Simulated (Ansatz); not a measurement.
Cl₂FGeH₄NSi, SMILES `F[SiH](Cl)[NH][GeH2][Cl]` at its PBE0-D4/def2-TZVP geometry, where that method's forces vanish. Charge 0, multiplicity 1.

```xyz
10

F    -1.9431   -1.8762   -0.5486
Si   -1.3745   -0.3921   -0.5921
Cl   -2.9945    0.8158   -0.3241
N    -0.2121   -0.1296    0.6127
Ge    1.5716    0.1835    0.3613
Cl    1.9285    2.3075    0.2506
H    -0.7667   -0.1758   -1.9148
H    -0.5360    0.0076    1.5603
H     1.9798   -0.4170   -0.9833
H     2.3471   -0.3237    1.5780
```

(1) What forces (eV/Å) does ωB97M-V/def2-TZVPP give on these atoms in the Gaussian-basis code of Ansatz? (Estimate.)

Answers

(1) Ansatz gave: 
```
F1  -0.053 -0.125  0.002
Si2  0.139  0.114 -0.192
Cl3 -0.039  0.026  0.010
N4  -0.012  0.024  0.048
Ge5  0.137 -0.120 -0.009
Cl6 -0.008  0.015 -0.002
H7  -0.065 -0.024  0.159
H8  -0.001 -0.004 -0.020
H9  -0.033  0.050  0.106
H10 -0.064  0.044 -0.104
```
